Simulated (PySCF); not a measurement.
An unknown shows these calculated signals:

1H NMR (400 MHz, computed): δ 7.96 (m, 1H), 7.84 (d, 1H), 7.64 (m, 1H), 5.92 (m, 2H), 4.57 (s, 3H).

13C{1H} NMR (computed): δ 146.6 (C), 141.7 (C), 141.1 (CH), 137.9 (C), 132.7 (CH), 132.0 (CH), 85.6 (CH2).

How the numbers were obtained: GFN2-xTB structure, shielding tensors at PBE0/pcSseg-1 (GIAO), in PySCF 2.14.0 with density-fitted response routines (gas phase, a single conformation, non-relativistic Hamiltonian, fast rotation and ring inversion assumed for equivalent nuclei).

References, each an isolated molecule treated in the same way: 1H (σ = 31.72 ppm), 13C (σ = 186.93 ppm) vs TMS.

Which of these does the molecule contain: a ketone, a Si–H bond, a benzene ring, a CF3 group, a C≡C triple bond?

Answers


- A ketone: no.
- A Si–H bond: yes (δH 4.57 (s)).
- A benzene ring: yes.
- A CF3 group: no.
- A C≡C triple bond: no.

The data belong to `InChI=1S/C7H8ClFSi/c8-7-5(4-9)2-1-3-6(7)10/h1-3H,4H2,10H3`; they needn't prove each group on their own.

Carbon signals by region: 6 in the sp2 and nitrile region (100–160 ppm), 1 at 50–100 ppm.

Carbons that carry Cl, above all several Cl atoms, come out too deshielded, partly because spin–orbit coupling is missing. Splittings by 19F in the carbon and heteronuclear signals aren't shown, as no couplings were computed. Shifts are as computed. Against solution values, carbons near 30 ppm lie about +3 ppm off and those near 130 ppm about +5 ppm; carbons on Cl a further +6 ppm. Of 1309 compounds with measured shifts, 239 miss one by over three times the rms of a fit or turn the order of signals round; such compounds aren't used in these exercises. No couplings were computed; multiplicities are counted from neighbouring protons, with m where these are inequivalent, close in shift, in a saturated or five-membered ring or joined by F or P, and br s for small geminal =CH2 splittings.
